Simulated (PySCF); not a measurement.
# Exercise with solution: entropy of an ideal gas

H5Sn, SMILES [SnH5-], charge -1.

The structure is a stationary point at PBE-D3(BJ)/def2-TZVPD. The def2 effective core potentials stand for the cores of Sn; spin–orbit coupling is left out.

PBE-D3(BJ)/def2-TZVPD in PySCF 2.14.0 gives the harmonic wavenumbers 392, 392, 707, 707, 733, 902, 902, 1130, 1256, 1585, 1585, 1618 cm⁻¹ and the rotational temperatures 2.5154, 2.0191, 2.0191 K. The molar mass is 123.75 g/mol, the symmetry number 6, the spin multiplicity 1.

Task: Work out the entropy at 298.15 K and 1 atm in the rigid-rotor, harmonic-oscillator model.

Result: 
Translation (Sackur–Tetrode at 1 atm): S = R[1.5 ln M + 2.5 ln T − 1.16487] = 168.8 J/(mol K).
Rotation: q = (√π/σ) T^1.5/√(θA θB θC) = 475, S = R[ln q + 3/2] = 63.7 J/(mol K).
Vibration: with u = 1.4388 ν/T, each mode gives R[u/(e^u − 1) − ln(1 − e^−u)]:
```csv
ν (cm⁻¹),modes,u,S (J/(mol K))
392,2,1.89,8.31
707,2,3.41,2.49
733,1,3.54,1.13
902,2,4.35,1.16
1130,1,5.45,0.23
1256,1,6.06,0.14
1585,2,7.65,0.07
1618,1,7.81,0.03
```
These are all the modes. Sum 13.6 J/(mol K).
Spin: R ln 1 = 0.0 J/(mol K).
Total 246.1 J/(mol K); the program's own thermochemistry gives 246.1. Translation makes up 69 % and vibration 6 %. Anharmonicity, hindered rotation and orbital degeneracy are left out.
